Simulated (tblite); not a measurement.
Record of a relaxation.

Compound: C4H4BN3O.
Numbering: `[N:1]#[C:2][C:3]1=[CH:4][B:5]([NH2:6])[NH:7][C:8]1=[O:9]` (hydrogens: H10 on C4; H11, H12 on N6; H13 on N7)

Computed with GFN2-xTB (tblite), gas phase: L-BFGS steps from a force-field or distance-geometry start until the largest atomic force falls under 0.01 eV/Å. 10 of its 66 geometries are shown.

Step 0: E = -669.7388 eV, largest atomic force 4.401 eV/Å
```
atom  x, y, z in Å  |  force x, y, z in eV/Å
N1     -3.629   -1.460   -0.110    2.225   1.073  -0.123
C2     -2.588   -0.939   -0.127   -0.664  -0.025   0.400
C3     -1.267   -0.310   -0.111   -2.189  -0.662  -0.005
C4     -0.181   -0.881   -0.595    1.822  -0.875  -0.894
B5      1.046    0.087   -0.416    0.921   0.221   2.304
N6      2.476   -0.413   -0.221   -1.563   1.442   1.034
N7      0.413    1.320    0.225    0.287  -1.612  -1.135
C8     -0.956    1.040    0.395   -1.777   3.673   1.649
O9     -1.805    1.830    0.905    2.873  -2.292  -1.459
H10    -0.104   -1.878   -1.018   -0.328   0.164   0.073
H11     2.554   -0.967    0.671   -0.115   0.471  -1.579
H12     3.136    0.380   -0.125   -0.424  -0.675  -0.076
H13     0.902    2.190    0.508   -1.070  -0.904  -0.189
```

Step 7: E = -670.7257 eV, largest atomic force 0.696 eV/Å
```
atom  x, y, z in Å  |  force x, y, z in eV/Å
N1     -3.551   -1.417   -0.111   -0.266  -0.076   0.067
C2     -2.537   -0.884   -0.113   -0.145  -0.007  -0.218
C3     -1.262   -0.317   -0.143    0.022  -0.161  -0.073
C4     -0.140   -0.923   -0.573   -0.227  -0.062   0.368
B5      1.018    0.050   -0.219    0.441   0.052  -0.244
N6      2.377   -0.266   -0.121    0.216  -0.115   0.338
N7      0.377    1.264    0.149    0.268   0.099  -0.190
C8     -0.957    1.057    0.363   -0.058   0.289   0.121
O9     -1.689    1.845    0.898   -0.381   0.119   0.102
H10    -0.130   -1.891   -1.028   -0.028  -0.269  -0.014
H11     2.564   -1.023    0.515    0.308  -0.368  -0.504
H12     3.134    0.396   -0.124   -0.123   0.235   0.195
H13     0.793    2.110    0.490   -0.026   0.266   0.053
```

Step 14: E = -671.0363 eV, largest atomic force 0.439 eV/Å
```
atom  x, y, z in Å  |  force x, y, z in eV/Å
N1     -3.599   -1.395   -0.101    0.284   0.243  -0.175
C2     -2.580   -0.868   -0.178    0.149  -0.011   0.266
C3     -1.277   -0.317   -0.147   -0.003  -0.121  -0.128
C4     -0.133   -0.954   -0.477   -0.352   0.041  -0.055
B5      1.045    0.040   -0.172   -0.214  -0.182   0.099
N6      2.380   -0.237    0.043    0.294  -0.267  -0.178
N7      0.380    1.288    0.095   -0.136  -0.054   0.187
C8     -0.956    1.078    0.341   -0.084  -0.305  -0.180
O9     -1.705    1.848    0.877   -0.161   0.307   0.074
H10    -0.154   -1.929   -0.937    0.139  -0.103   0.175
H11     2.752   -1.172    0.159   -0.144   0.290  -0.296
H12     3.094    0.467    0.017    0.095   0.103   0.282
H13     0.749    2.151    0.462    0.133   0.058  -0.070
```

Step 22: E = -671.1912 eV, largest atomic force 0.280 eV/Å
```
atom  x, y, z in Å  |  force x, y, z in eV/Å
N1     -3.623   -1.329   -0.160    0.075   0.075  -0.001
C2     -2.578   -0.854   -0.152    0.044  -0.013  -0.067
C3     -1.274   -0.325   -0.138   -0.054  -0.110   0.107
C4     -0.136   -0.979   -0.441   -0.156  -0.024   0.072
B5      1.038    0.011   -0.132    0.037   0.044   0.009
N6      2.392   -0.230   -0.011    0.227  -0.116  -0.115
N7      0.377    1.247    0.189    0.013   0.014  -0.003
C8     -0.976    1.084    0.332   -0.008  -0.167  -0.015
O9     -1.749    1.884    0.795    0.016   0.045  -0.137
H10    -0.123   -2.005   -0.776   -0.023   0.029   0.011
H11     2.824   -1.125   -0.199   -0.149   0.211   0.027
H12     3.058    0.471    0.271   -0.053  -0.039  -0.031
H13     0.766    2.149    0.405    0.031   0.052   0.142
```

Step 29: E = -671.2119 eV, largest atomic force 0.166 eV/Å
```
atom  x, y, z in Å  |  force x, y, z in eV/Å
N1     -3.636   -1.297   -0.187    0.043   0.002  -0.008
C2     -2.575   -0.862   -0.148   -0.016   0.055   0.010
C3     -1.269   -0.346   -0.095   -0.008  -0.027  -0.066
C4     -0.131   -0.993   -0.404   -0.040  -0.035   0.050
B5      1.045    0.005   -0.108   -0.064   0.047  -0.090
N6      2.408   -0.212   -0.064   -0.014   0.017   0.091
N7      0.381    1.237    0.215   -0.026  -0.014   0.163
C8     -0.975    1.074    0.327   -0.042  -0.008  -0.031
O9     -1.761    1.905    0.704   -0.021   0.054  -0.018
H10    -0.129   -2.015   -0.744    0.048  -0.045   0.009
H11     2.821   -1.103   -0.273    0.074   0.015   0.003
H12     3.057    0.471    0.289    0.042  -0.048  -0.131
H13     0.759    2.136    0.470    0.023  -0.012   0.019
```

Step 36: E = -671.2293 eV, largest atomic force 0.114 eV/Å
```
atom  x, y, z in Å  |  force x, y, z in eV/Å
N1     -3.647   -1.271   -0.217   -0.098  -0.052   0.026
C2     -2.582   -0.852   -0.145    0.048   0.023  -0.078
C3     -1.272   -0.352   -0.083    0.035  -0.043  -0.072
C4     -0.131   -1.004   -0.372    0.053   0.006   0.069
B5      1.046   -0.001   -0.079   -0.026  -0.048   0.064
N6      2.413   -0.209   -0.082   -0.071  -0.048  -0.011
N7      0.375    1.211    0.307    0.037   0.002   0.003
C8     -0.989    1.074    0.319    0.051  -0.006  -0.020
O9     -1.788    1.934    0.590    0.006   0.025   0.038
H10    -0.110   -2.033   -0.694   -0.024   0.020   0.010
H11     2.841   -1.082   -0.334   -0.049  -0.019  -0.022
H12     3.084    0.477    0.212    0.028   0.108  -0.016
H13     0.755    2.108    0.560    0.011   0.032   0.010
```

Step 43: E = -671.2358 eV, largest atomic force 0.037 eV/Å
```
atom  x, y, z in Å  |  force x, y, z in eV/Å
N1     -3.651   -1.267   -0.217    0.007  -0.007  -0.018
C2     -2.584   -0.847   -0.174    0.008   0.011  -0.018
C3     -1.272   -0.351   -0.101    0.002   0.006   0.007
C4     -0.127   -1.013   -0.344    0.003   0.002   0.001
B5      1.046   -0.011   -0.039   -0.008  -0.023  -0.010
N6      2.412   -0.209   -0.081   -0.029   0.017  -0.015
N7      0.378    1.202    0.342   -0.005   0.003  -0.027
C8     -0.987    1.075    0.311   -0.005   0.020   0.029
O9     -1.785    1.942    0.561    0.008  -0.014   0.007
H10    -0.107   -2.041   -0.672   -0.004   0.002   0.037
H11     2.831   -1.079   -0.356    0.011  -0.011   0.002
H12     3.085    0.498    0.159    0.012   0.008  -0.005
H13     0.755    2.102    0.594   -0.001  -0.012   0.010
```

Step 51: E = -671.2376 eV, largest atomic force 0.041 eV/Å
```
atom  x, y, z in Å  |  force x, y, z in eV/Å
N1     -3.646   -1.274   -0.244    0.006   0.012  -0.026
C2     -2.584   -0.842   -0.191   -0.015  -0.019   0.012
C3     -1.274   -0.345   -0.103    0.001  -0.007   0.008
C4     -0.130   -1.016   -0.329    0.005  -0.002   0.007
B5      1.044   -0.013   -0.038    0.001  -0.016   0.000
N6      2.412   -0.207   -0.093   -0.022   0.008   0.003
N7      0.378    1.204    0.335    0.001  -0.002   0.011
C8     -0.987    1.079    0.314    0.003   0.010   0.014
O9     -1.784    1.943    0.580    0.033  -0.023  -0.006
H10    -0.113   -2.050   -0.634   -0.007   0.012   0.001
H11     2.834   -1.080   -0.354   -0.008   0.000  -0.004
H12     3.083    0.506    0.132    0.009   0.009  -0.005
H13     0.761    2.095    0.609   -0.007   0.017  -0.015
```

Step 58: E = -671.2385 eV, largest atomic force 0.037 eV/Å
```
atom  x, y, z in Å  |  force x, y, z in eV/Å
N1     -3.646   -1.270   -0.282    0.006  -0.001  -0.002
C2     -2.584   -0.844   -0.196   -0.013   0.024  -0.009
C3     -1.275   -0.347   -0.091    0.010  -0.020   0.029
C4     -0.132   -1.021   -0.310    0.026   0.003  -0.005
B5      1.044   -0.016   -0.032    0.005  -0.004   0.023
N6      2.411   -0.203   -0.100    0.007  -0.008  -0.006
N7      0.381    1.202    0.343   -0.024   0.001   0.005
C8     -0.983    1.077    0.323   -0.014   0.003  -0.021
O9     -1.777    1.945    0.584   -0.014   0.000   0.013
H10    -0.117   -2.058   -0.609    0.003   0.020  -0.002
H11     2.831   -1.076   -0.366    0.008   0.002   0.000
H12     3.083    0.514    0.112   -0.009  -0.011  -0.008
H13     0.760    2.097    0.609    0.009  -0.008  -0.017
```

Step 65: E = -671.2390 eV, largest atomic force 0.007 eV/Å
```
atom  x, y, z in Å  |  force x, y, z in eV/Å
N1     -3.645   -1.266   -0.303   -0.004   0.006   0.000
C2     -2.584   -0.841   -0.200   -0.003  -0.005   0.000
C3     -1.275   -0.349   -0.081    0.000  -0.001  -0.003
C4     -0.131   -1.023   -0.298    0.002  -0.001  -0.006
B5      1.044   -0.018   -0.024   -0.001   0.004   0.002
N6      2.411   -0.204   -0.103    0.004   0.006   0.001
N7      0.380    1.202    0.344    0.001   0.004   0.000
C8     -0.985    1.076    0.328    0.002  -0.003   0.003
O9     -1.779    1.943    0.592   -0.005   0.001   0.002
H10    -0.117   -2.058   -0.602    0.004  -0.004   0.002
H11     2.832   -1.076   -0.369    0.000  -0.005   0.001
H12     3.083    0.516    0.099   -0.002  -0.004  -0.003
H13     0.762    2.098    0.599    0.000   0.002   0.000
```

**Question.** Summarise the path.

**Answer.** The energy falls by 1.5002 eV from step 0 to step 65; nine tenths of that is first reached at step 17. It falls at every step. The largest force goes from 4.401 to 0.007 eV/Å. Among the bonds B5–N6 changes most, from 1.527 to 1.381 Å; the atoms move by 0.398 Å rms after alignment.

**Question.** Follow the three bonds and two angles with the largest change from start to end.

**Answer.** 
| step | E above end (eV) | largest force (eV/Å) | B5–N6 (Å) | B5–N7 (Å) | C8=O9 (Å) | B5–N6–H11 (°) | B5–N6–H12 (°) |
| --- | --- | --- | --- | --- | --- | --- | --- |
| 0 | 1.5002 | 4.401 | 1.527 | 1.527 | 1.267 | 110.4 | 111.0 |
| 3 | 0.8416 | 3.401 | 1.424 | 1.445 | 1.252 | 112.8 | 117.4 |
| 6 | 0.5578 | 0.926 | 1.402 | 1.421 | 1.193 | 113.1 | 123.7 |
| 8 | 0.4683 | 0.695 | 1.397 | 1.426 | 1.205 | 113.7 | 126.5 |
| 11 | 0.3243 | 0.741 | 1.385 | 1.450 | 1.208 | 117.9 | 124.1 |
| 14 | 0.2027 | 0.439 | 1.380 | 1.439 | 1.201 | 123.9 | 122.9 |
| 17 | 0.1215 | 0.576 | 1.391 | 1.442 | 1.207 | 125.3 | 122.4 |
| 20 | 0.0733 | 0.712 | 1.386 | 1.443 | 1.204 | 124.0 | 122.6 |
| 23 | 0.0422 | 0.283 | 1.380 | 1.436 | 1.205 | 123.6 | 123.7 |
| 25 | 0.0375 | 0.128 | 1.381 | 1.436 | 1.205 | 123.0 | 123.4 |
| 28 | 0.0297 | 0.178 | 1.381 | 1.436 | 1.204 | 122.4 | 122.7 |
| 31 | 0.0220 | 0.156 | 1.381 | 1.438 | 1.205 | 123.1 | 123.4 |
| 34 | 0.0143 | 0.139 | 1.384 | 1.438 | 1.206 | 123.6 | 123.8 |
| 37 | 0.0075 | 0.112 | 1.382 | 1.437 | 1.204 | 123.3 | 124.0 |
| 40 | 0.0041 | 0.062 | 1.382 | 1.436 | 1.205 | 122.7 | 123.9 |
| 42 | 0.0034 | 0.049 | 1.382 | 1.436 | 1.205 | 122.9 | 123.7 |
| 45 | 0.0029 | 0.041 | 1.381 | 1.436 | 1.205 | 123.2 | 123.7 |
| 48 | 0.0020 | 0.049 | 1.381 | 1.437 | 1.204 | 123.2 | 123.7 |
| 51 | 0.0014 | 0.041 | 1.382 | 1.436 | 1.205 | 123.3 | 123.5 |
| 54 | 0.0010 | 0.035 | 1.381 | 1.436 | 1.205 | 123.0 | 123.6 |
| 57 | 0.0006 | 0.033 | 1.381 | 1.436 | 1.205 | 123.0 | 123.7 |
| 59 | 0.0003 | 0.032 | 1.382 | 1.436 | 1.205 | 123.2 | 123.6 |
| 62 | 0.0001 | 0.017 | 1.382 | 1.436 | 1.205 | 123.3 | 123.5 |
| 65 | 0.0000 | 0.007 | 1.381 | 1.436 | 1.205 | 123.2 | 123.6 |

What follows is the cost of the whole relaxation. The run took 0.59 s wall on one thread of an Arm Neoverse N1, on a shared host.
